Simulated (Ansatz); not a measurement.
Kohn–Sham single points on AlFH5NSi, SMILES `[NH2][Al]([F])[SiH3]`.

```yaml
crystal:
  periodic: [false, false, false]
  atoms:
    - {symbol: N, position_ang: [0.589960, 1.790618, -0.738026]}
    - {symbol: Al, position_ang: [0.766911, 0.059683, -0.479415]}
    - {symbol: F, position_ang: [2.095850, -0.668909, -1.141834]}
    - {symbol: Si, position_ang: [-0.838416, -1.266429, 0.786378]}
    - {symbol: H, position_ang: [-0.175441, 2.340580, -0.383379]}
    - {symbol: H, position_ang: [1.230416, 2.370888, -1.256094]}
    - {symbol: H, position_ang: [-1.457695, -2.319803, -0.065460]}
    - {symbol: H, position_ang: [-0.188258, -1.944302, 1.942318]}
    - {symbol: H, position_ang: [-1.934727, -0.408626, 1.318314]}
basis:
  gaussian: {orbitals: def2-TZVPP}
hamiltonian: {xc: hse06, dispersion: d4}
output: {orbitals: {seedname: orbitals}}
```

```sh
$ ansatz run in.yaml --threads 2 --pin off --events-out ev --progress --plain --max-ram 4352MiB
```

Shortened log:

```
Functional definition: HSE06
1197 factors; their error is unknown
112 factors; integrals over basis functions are off by at most 9.3e-7 eV
mean field evaluation 1: about -18747.4988 eV, gradient 7.3e1 eV
mean field evaluation 2: about -18720.4651 eV, gradient 1.2e2 eV
mean field evaluation 4: about -18756.8091 eV, gradient 1.0e1 eV
mean field evaluation 8: about -18757.0100 eV, gradient 1.9e-1 eV
mean field evaluation 16: about -18757.0101 eV, gradient 1.2e-5 eV
mean field -18757.01005282 eV, -689.3074054831 hartree, gradient 1.2e-5 eV, S^2 0.000000; 0 other end points of the search recorded, 0 dependent functions left out
reference -18757.01010071 eV, -689.3074072431 hartree; 24, 24 occupied and 192, 192 virtual orbitals, 1197 factors
Total energy: -18757.13459992 eV, -689.3119825045 hartree
```

Run time 4 s (2 threads of an Arm Neoverse V2 on a shared host); peak host memory 0.45 GiB.

The same input with `hamiltonian: {xc: {name: BLYP}, dispersion: d4}` (abridged; 2.6 s):

```
Functional definition: BLYP
mean field evaluation 16: about -18767.6653 eV, gradient 1.1e-4 eV
mean field -18767.66528395 eV, -689.6989780048 hartree, gradient 3.9e-5 eV, S^2 0.000000
Total energy: -18767.99575032 eV, -689.7111224197 hartree
```

The same input with `hamiltonian: {xc: r2scan, dispersion: d4}` and forces (abridged; 6.5 s):

```
Functional definition: r2SCAN
mean field evaluation 16: about -18765.0067 eV, gradient 1.3e-4 eV
mean field -18765.00673893 eV, -689.6012782771 hartree, gradient 2.6e-5 eV, S^2 0.000000
Total energy: -18765.04445281 eV, -689.6026642369 hartree
Atom 0 force     0.006909    -0.051458     0.006720 eV/Å
Atom 1 force    -0.034408    -0.034648     0.028745 eV/Å
Atom 2 force     0.034079    -0.013437    -0.018579 eV/Å
Atom 3 force     0.008071     0.019773    -0.008522 eV/Å
Atom 4 force     0.003522     0.046519    -0.011767 eV/Å
Atom 5 force    -0.012812     0.046085    -0.001746 eV/Å
Atom 6 force     0.004676     0.009117     0.024443 eV/Å
Atom 7 force    -0.020851     0.002516    -0.016493 eV/Å
Atom 8 force     0.010814    -0.024467    -0.002801 eV/Å
Dipole moment:    -0.208190     0.387191     0.046238 e Å
```

With the line `hamiltonian: {xc: {name: r2SCAN0}, dispersion: d4}` (abridged; 7 s):

```
Functional definition: r2SCAN0
mean field -18764.21293018 eV, -689.5721063438 hartree, gradient 7.7e-5 eV, S^2 0.000000
Total energy: -18764.25820504 eV, -689.5737701644 hartree
```

Changing it to `hamiltonian: {xc: lda}` (abridged; 1.5 s):

```
Functional definition: SPW92
mean field evaluation 16: about -18677.7256 eV, gradient 1.2e-4 eV
mean field -18677.72559171 eV, -686.3937552783 hartree, gradient 5.5e-5 eV, S^2 0.000000
Total energy: -18677.72563678 eV, -686.3937569344 hartree
```

With the line `hamiltonian: {xc: {name: wB97M-V}}` and forces (abridged; 14 s):

```
Functional definition: wB97M-V
mean field -18765.89449255 eV, -689.6339026210 hartree, gradient 2.6e-5 eV, S^2 0.000000
Total energy: -18765.89455011 eV, -689.6339047362 hartree
Atom 0 force     0.002187     0.011588    -0.003868 eV/Å
Atom 1 force    -0.158610    -0.039196     0.105924 eV/Å
Atom 2 force     0.080367    -0.053270    -0.038506 eV/Å
Atom 3 force    -0.032560    -0.043829     0.028624 eV/Å
Atom 4 force     0.027254     0.012324    -0.019142 eV/Å
Atom 5 force    -0.035050     0.005880     0.020571 eV/Å
Atom 6 force     0.069252     0.119724     0.095485 eV/Å
Atom 7 force    -0.073236     0.078531    -0.129971 eV/Å
Atom 8 force     0.120398    -0.091752    -0.059116 eV/Å
Dipole moment:    -0.207391     0.379349     0.047534 e Å
```

HSE06 is the plane-wave form, built on full-range PBE exchange.
